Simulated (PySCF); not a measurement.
Ligands exchanged one at a time, B SiH3-H. Gas-phase values, no solvent. Strings in code marks are SMILES.

Quantity: vertical ionisation energy (energy after one electron is removed minus that of the parent at the parent's geometry), in eV.

Level 1: B3LYP-D3(BJ)/def2-TZVP (PySCF)
Level 2: PBE-D3(BJ)/def2-TZVP // B3LYP-D3(BJ)/def2-TZVP (PySCF)
Level 3: B3LYP/6-31G* // B3LYP-D3(BJ)/def2-TZVP (PySCF)
Level 4: minus the HOMO energy of HF/STO-3G // B3LYP-D3(BJ)/def2-TZVP (PySCF)

| species | level 1 | level 2 | level 3 | level 4 |
|---|---|---|---|---|
| `[SiH3]B[SiH3]` | 9.94 | 9.71 | 9.89 | 8.62 |
| `B[SiH3]` | 10.82 | 10.62 | 10.78 | 9.58 |
| `B` | 13.17 | 12.90 | 13.15 | 12.59 |
